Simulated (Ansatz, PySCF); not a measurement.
C₂H₅BFN, SMILES C=CB(N)F. Atoms are numbered in the order given.

```xyz
10

B     -0.3809     0.2092     0.2874
F     -1.7133     0.3157     0.4689
C      0.1484    -0.8228    -0.7643
C      1.3477    -0.7578    -1.3604
H     -0.5251    -1.6384    -1.0595
H      1.6771    -1.4881    -2.1075
H      2.0601     0.0462    -1.1386
N      0.4513     1.0337     1.0543
H      0.0834     1.7146     1.7081
H      1.4608     0.9813     1.0273
```

Geometry: B3LYP-D3(BJ)/def2-SVP. The structure was generated by enumeration, and PubChem lists no compound with its InChIKey, so it may never have been made. One conformer was computed; it need not be the lowest.

Two levels are set side by side: PBE-D3(BJ)/def2-SVP (Ansatz, a quantum-chemistry and plane-wave program) and B3LYP-D3(BJ)/def2-SVP (Ansatz). Each level has its own optimised geometry; the coordinates shown are those of the second. Frequencies come from the Hessian of PySCF at each geometry. Differences are taken from unrounded values.

```
quantity                            B3LYP-D3(BJ)  PBE-D3(BJ)  PBE-D3(BJ) minus B3LYP-D3(BJ)
----------------------------------  ------------  ----------  -----------------------------
mean bond length (Å)                       1.219       1.226                          0.007
bond B1–F2 (Å)                             1.349       1.357                          0.008
bond B1–C3 (Å)                             1.566       1.569                          0.003
bond B1–N8 (Å)                             1.400       1.407                          0.007
bond C3–C4 (Å)                             1.341       1.349                          0.008
bond C3–H5 (Å)                             1.098       1.106                          0.008
bond C4–H6 (Å)                             1.095       1.103                          0.008
bond C4–H7 (Å)                             1.097       1.105                          0.008
bond N8–H9 (Å)                             1.013       1.020                          0.007
bond N8–H10 (Å)                            1.011       1.018                          0.007
highest harmonic wavenumber (cm⁻¹)          3710        3640                            -71
mean harmonic wavenumber (cm⁻¹)             1394        1358                            -36
zero-point energy (kcal/mol)               47.84       46.59                          -1.25
```

Exact exchange shortens and stiffens bonds; PBE has none. Differences between two approximate levels are no errors against the true value.
